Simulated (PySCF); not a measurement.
An unknown is described by computed data only.

Formula: C2H14N2Si4.

* 13C NMR: chemical shifts (computed TMS as zero) by class: 10.2 (1 C), 6.1 (1 C) ppm [GIAO PBE0/pcSseg-1]
* UV, strongest line: among the 10 lowest singlet transitions: S7 at 7.50 eV (165 nm, f = 0.031) [TDDFT CAM-B3LYP/def2-SVPD]
* Polarisability: 137.4 au [CAM-B3LYP/def2-SVPD]
* Rotational structure: rotational constants A, B, C: 1.874, 0.621, 0.538 GHz [PBE0-D3(BJ)/def2-SVP]
* XPS: Si2p3/2 106.6, Si2p3/2 106.7, Si2p3/2 106.9 (×2), C1s 290.0, C1s 290.1, N1s 403.5, N1s 403.9, Si1s 1846.5, Si1s 1846.7, Si1s 1846.8 (×2) eV [ΔSCF SCAN, pcX-2 on the ionised atom, pcseg-1 elsewhere, spin-free X2C, 2p3/2 from a spin–orbit splitting computed afterwards within the 2p shell]
* NMR, other nuclei: isotropic shieldings of nuclei other than C and H, by class: 232 (1 N), 257 (1 N), 350 (1 Si), 375 (1 Si), 405 (2 Si) ppm [GIAO PBE0/pcSseg-1]
* Triplet: lowest triplet excitation (Tamm–Dancoff): 6.16 eV [TDA CAM-B3LYP/def2-SVPD]

Gas-phase values; electronic properties from PySCF, density fitting. Levels stand in brackets. Geometry: PBE0-D3(BJ)/def2-SVP, one conformer, isolated molecule. NMR classes are plain means over equivalent atoms (diastereotopic ones count apart unless rotation or inversion swaps them), as if these changed places fast.

Task: Propose a structure and show how it fits.

Result: Numbering: `[SiH3:1][N:2]([SiH3:3])[Si@@H:4]1[CH2:5][CH2:6][SiH2:7][NH:8]1`. Its formula, C2H14N2Si4, gives 1 degree of unsaturation: 1 ring and 0 π bonds in the structure found. 2 carbons fall into 2 classes; from least to most shielded: ring sp3 carbon bound to silicon [C5] (10.2 ppm), ring sp3 carbon bound to silicon [C6] (6.1 ppm). The other shieldings belong to: 232 ppm, nitrogen bridging silicon atoms [N8]; 257 ppm, nitrogen bridging silicon atoms [N2]; 350 ppm, SiH silicon [Si4]; 375 ppm, SiH2 silicon [Si7]; 405 ppm, SiH3 silicon [Si1/Si3]. The core levels belong to: Si2p3/2 106.6 eV, SiH2 silicon [Si7]; Si2p3/2 106.7 eV, SiH silicon [Si4]; Si2p3/2 106.9 eV, SiH3 silicon [Si1/Si3]; C1s 290.0 eV, sp3 carbon bound to silicon [C5]; C1s 290.1 eV, sp3 carbon bound to silicon [C6]; N1s 403.5 eV, nitrogen bridging silicon atoms [N2]; N1s 403.9 eV, nitrogen bridging silicon atoms [N8]; Si1s 1846.5 eV, SiH2 silicon [Si7]; Si1s 1846.7 eV, SiH silicon [Si4]; Si1s 1846.8 eV, SiH3 silicon [Si1/Si3]. One atom of each topological class was ionised and stands for its class. The optimised geometry has point group C1 and is an asymmetric top. Structure: `[SiH3]N([SiH3])[Si@@H]1CC[SiH2]N1`. Computed isomers that give other values at the same levels: `[SiH3]N([SiH3])[C@@H]1C[SiH2]N[SiH2]1` (core binding energies: Si2p3/2 106.6, Si2p3/2 106.7, Si2p3/2 106.8 (×2), C1s 290.0, C1s 291.1, N1s 403.8, N1s 404.0, Si1s 1846.5, Si1s 1846.6, Si1s 1846.7 (×2) eV). The assignments are read from this structure; whether some other isomer fits the data as well wasn't checked. The mirror image fits equally.
